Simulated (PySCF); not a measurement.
Input for PySCF: R-M06-2X/def2-TZVPP on AlFH4Si (SMILES [F][AlH][SiH3]), a point of a torsion scan.

```python
from pyscf import gto, dft

mol = gto.M(
    atom='''
    F     2.35949365   -1.26557037   -0.03952662
    Al    1.36597905    0.05552154    0.01098333
    Si   -1.04509317   -0.04999658   -0.01658982
    H     2.25015906    1.32823771    0.08832887
    H    -1.54686092   -1.38340647    0.38846753
    H    -1.66837600    0.20052260   -1.33326477
    H    -1.70973825    0.90455378    0.89287212
    ''',
    basis='def2-tzvpp',
    charge=0, spin=0, verbose=4, max_memory=1800)
mf = dft.RKS(mol, xc='m062x').density_fit(auxbasis='def2-universal-jkfit')
mf.grids.level = 4
mf.conv_tol = 1e-9
mf.max_cycle = 150
mf.kernel()
mf.dip_moment()
```

Output:

```
PySCF version 2.14.0

[INPUT] verbose = 4
[INPUT] num. atoms = 7
[INPUT] num. electrons = 40
[INPUT] charge = 0
[INPUT] spin (= nelec alpha-beta = 2S) = 0
[INPUT] symmetry False subgroup None
[INPUT] Mole.unit = angstrom
[INPUT] Symbol           X                Y                Z      unit          X                Y                Z       unit  Magmom
[INPUT]  1 F      2.359493650000  -1.265570370000  -0.039526620000 AA    4.458796791150  -2.391581390664  -0.074694486430 Bohr   0.0
[INPUT]  2 Al     1.365979050000   0.055521540000   0.010983330000 AA    2.581326296394   0.104920504614   0.020755485636 Bohr   0.0
[INPUT]  3 Si    -1.045093170000  -0.049996580000  -0.016589820000 AA   -1.974939865954  -0.094479843365  -0.031350216256 Bohr   0.0
[INPUT]  4 H      2.250159060000   1.328237710000   0.088328870000 AA    4.252184360109   2.510005500219   0.166917373192 Bohr   0.0
[INPUT]  5 H     -1.546860920000  -1.383406470000   0.388467530000 AA   -2.923143491593  -2.614259347251   0.734097239986 Bohr   0.0
[INPUT]  6 H     -1.668376000000   0.200522600000  -1.333264770000 AA   -3.152773712797   0.378932795786  -2.519505266831 Bohr   0.0
[INPUT]  7 H     -1.709738250000   0.904553780000   0.892872120000 AA   -3.230937037193   1.709358909140   1.687283771060 Bohr   0.0

nuclear repulsion = 129.739982079013
number of shells = 63
number of NR pGTOs = 236
number of NR cGTOs = 171
basis = def2-tzvpp
ecp = {}


******** <class 'pyscf.df.df_jk.DFRKS'> ********
method = DFRKS
initial guess = minao
damping factor = 0
level_shift factor = 0
DIIS = <class 'pyscf.scf.diis.CDIIS'>
diis_start_cycle = 1
diis_space = 8
diis_damp = 0
SCF conv_tol = 1e-09
SCF conv_tol_grad = None
SCF max_cycles = 150
direct_scf = False
XC library pyscf.dft.libxc version 7.1.2
    S. Lehtola, C. Steigemann, M. J. T. Oliveira, and M. A. L. Marques,  SoftwareX 7, 1–5 (2018)
XC functionals = m062x
    Y. Zhao and D. G. Truhlar,  Theor. Chem. Acc. 120, 215 (2008)
    Y. Zhao and D. G. Truhlar,  Theor. Chem. Acc. 120, 215 (2008)
radial grids:
    Treutler-Ahlrichs [JCP 102, 346 (1995); DOI:10.1063/1.469408] (M4) radial grids

becke partition: Becke, JCP 88, 2547 (1988); DOI:10.1063/1.454033
pruning grids: <function nwchem_prune>
grids dens level: 4
symmetrized grids: False
atomic radii adjust function: <function treutler_atomic_radii_adjust>
small_rho_cutoff = 0
Set gradient conv threshold to 3.16228e-05
Initial guess from minao.
tot grids = 149280
******** <class 'pyscf.df.df.DF'> ********
auxbasis = def2-universal-jkfit
init E= -633.967935209939
  HOMO = -0.291001642944948  LUMO = -0.0686441396994456  gap/eV = 6.05066
cycle= 1 E= -634.140740376248  delta_E= -0.173  |g|= 0.569  |ddm|= 1.92
  HOMO = -0.329279699087422  LUMO = -0.0625021641138617  gap/eV = 7.25939
cycle= 2 E= -634.110956311942  delta_E= 0.0298  |g|= 0.796  |ddm|= 0.626
  HOMO = -0.339697388302781  LUMO = -0.0520584189358178  gap/eV = 7.82706
cycle= 3 E= -634.202377823011  delta_E= -0.0914  |g|= 0.0292  |ddm|= 0.329
  HOMO = -0.333777195505718  LUMO = -0.0454827688441789  gap/eV = 7.84489
cycle= 4 E= -634.202638130263  delta_E= -0.00026  |g|= 0.0124  |ddm|= 0.0537
  HOMO = -0.336134347894571  LUMO = -0.047235441092743  gap/eV = 7.86134
cycle= 5 E= -634.202673640309  delta_E= -3.55e-05  |g|= 0.00169  |ddm|= 0.0109
  HOMO = -0.336107225076731  LUMO = -0.0472631833171119  gap/eV = 7.85985
cycle= 6 E= -634.202674668453  delta_E= -1.03e-06  |g|= 0.000374  |ddm|= 0.00215
  HOMO = -0.336131752610044  LUMO = -0.0472405015874032  gap/eV = 7.86113
cycle= 7 E= -634.202674721083  delta_E= -5.26e-08  |g|= 0.000109  |ddm|= 0.0006
  HOMO = -0.336128050723573  LUMO = -0.0472409981011248  gap/eV = 7.86102
cycle= 8 E= -634.202674724349  delta_E= -3.27e-09  |g|= 2.4e-05  |ddm|= 0.000109
  HOMO = -0.336129104792121  LUMO = -0.0472405320239834  gap/eV = 7.86106
cycle= 9 E= -634.20267472455  delta_E= -2.01e-10  |g|= 3.42e-06  |ddm|= 3.41e-05
  HOMO = -0.336128906911995  LUMO = -0.0472402367204802  gap/eV = 7.86106
Extra cycle  E= -634.202674724554  delta_E= -4.09e-12  |g|= 1.3e-06  |ddm|= 4.95e-06
converged SCF energy = -634.202674724554
Dipole moment(X, Y, Z, Debye): -1.06437,  1.00761,  0.01003
```

The run converged.

Cost: very roughly 17 core-seconds.
